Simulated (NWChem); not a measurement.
System: SnI4; SMILES [I][Sn]([I])([I])[I]

Program: NWChem. Coordinates come from a PBE-D3(BJ)/def2-SVP optimisation. Not confirmed as a minimum by frequencies. def2 effective core potentials on Sn, I; no spin-orbit coupling. Level M06-2X/def2-SVP: energy and gradient on several grids; changes count from the extra-fine grid, which is no exact limit either.

```tsv
grid	size of the energy change (μHa)	largest change of a gradient component (μHa/bohr)
xcoarse	100	400
coarse	< 10	80
medium	< 10	< 30
fine	< 10	< 30
xfine	< 10	< 30
```
